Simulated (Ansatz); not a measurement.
The same path of GaH$_{5}$O (7 atoms, charge 0, multiplicity 1) was run twice with different band settings. Lost on the way: Ga1–H2, O5–H7. Made: H2–H7.

These are results of Ansatz 0.2.0, RKS PBE-D4/def2-SVP, not measurements.

Relaxed end points:

```xyz
7
Properties=species:S:1:pos:R:3
Ga 0.028 0.109 0.072
H -0.113 0.642 1.567
H 1.410 0.268 -0.678
H -1.308 -0.079 -0.773
O 0.160 -2.019 0.644
H -0.704 -2.416 0.417
H 0.199 -2.052 1.619
```

```xyz
7
Properties=species:S:1:pos:R:3
Ga 0.040 -0.533 -0.411
H -0.024 0.268 2.241
H 1.440 0.157 -0.566
H -1.403 0.085 -0.579
O 0.179 -2.302 -0.050
H -0.690 -2.737 0.021
H 0.130 -0.486 2.211
```

Common settings: climbing image yes; spring 5.0 eV/Å²; optimiser quadratic models (default); start path through a guess of the saddle point; force threshold 0.05 eV/Å; iteration limit 60; end points relaxed.

| run | movable images |
| --- | --- |
| 1 | 7 |
| 2 | 3 |

Task: What does each run give, and how far can it be trusted?

Result: Run 1: converged after 8 iterations, highest image 0.833 eV above the first end. A vibrational analysis at the climbing image gives one clearly imaginary mode, 1018i cm⁻¹: a first-order saddle point.
Run 2: converged after 8 iterations, highest image 0.834 eV above the first end. Another band between the same ends (7 images) ends at a top of the same energy, where a vibrational analysis finds 1 clearly imaginary mode. So few images can step over the top or miss a turn of the path.
The orbitals stay closed-shell, which can raise the energy where a bond breaks towards radicals; this wasn't checked here.
